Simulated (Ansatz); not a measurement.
# SbH3 (stibine): methods side by side

SbH3 has 4 atoms, charge 0, and is taken as a singlet. As SMILES, `[SbH3]`. The shape was relaxed beforehand at wB97X-V/def2-SVP.

Each level gives the adiabatic ionisation energy (to the doublet cation, shapes relaxed at wB97X-V/def2-SVP, no zero-point term) (eV). The values are calculated.

```
                                level                    kind  program  value (eV)
      PBE/def2-TZVPP (core potential)                     GGA   Ansatz        9.31
   r2SCAN/def2-TZVPP (core potential)                meta-GGA   Ansatz        9.28
  PBE0-D4/def2-TZVPP (core potential)           global hybrid   Ansatz        9.28
CAM-B3LYP/def2-TZVPP (core potential)  range-separated hybrid   Ansatz        9.37
  wB97M-V/def2-TZVPP (core potential)  range-separated hybrid   Ansatz        9.26
   B2PLYP/def2-TZVPP (core potential)           double hybrid   Ansatz        9.31
  RPA@PBE/def2-TZVPP (core potential)                     RPA   Ansatz        9.53
      MP2/def2-TZVPP (core potential)     perturbation theory   Ansatz        9.27
```

Spin-orbit coupling, which can split open shells on such heavy atoms by tenths of an eV, is left out. The values span 9.26 to 9.53 eV. In the correlated wave-function rows the outer d shell of Sb is correlated, in sets not made for it.
